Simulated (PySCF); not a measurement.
**Sr²⁷⁺: ionisation energy**

Sr²⁷⁺ [Ne] 3s1 (2S) → Sr²⁸⁺ [Ne] (1S), as a difference of total energies. Calculation: PySCF 2.14, in an uncontracted even-tempered set (16 s from 3.4 bohr⁻², ratio 2.5; 10 p from 4.4 bohr⁻², ratio 2.5; 5 d from 17 bohr⁻², ratio 2.7; 4 f from 25 bohr⁻², ratio 2.7); the non-relativistic Hamiltonian (point nucleus). Correlated levels: outer shells: 1s2 frozen; virtual orbitals above 40 to 60 times the deepest correlated orbital energy dropped. The calculations carry no spin-orbit coupling.

| method | ionisation energy (eV) | difference from reference (eV) |
| --- | --- | --- |
| UHF | 1362.0 | -25.2 |
| LDA | 1364.2 | -23.0 |
| PBE | 1365.8 | -21.4 |
| PBE0 | 1365.0 | -22.2 |
| r2SCAN | 1361.7 | -25.5 |
| B3LYP | 1365.7 | -21.5 |
| PBEsol | 1364.3 | -22.9 |
| MP2 (outer shells) | 1362.6 | -24.6 |
| SCS-MP2 (outer shells) | 1362.5 | -24.7 |

Reference: 1387.19 ± 0.05 eV (semi-empirical (NIST evaluation); NIST Atomic Spectra Database, ionization energies).

The gap to the reference is mostly relativistic.
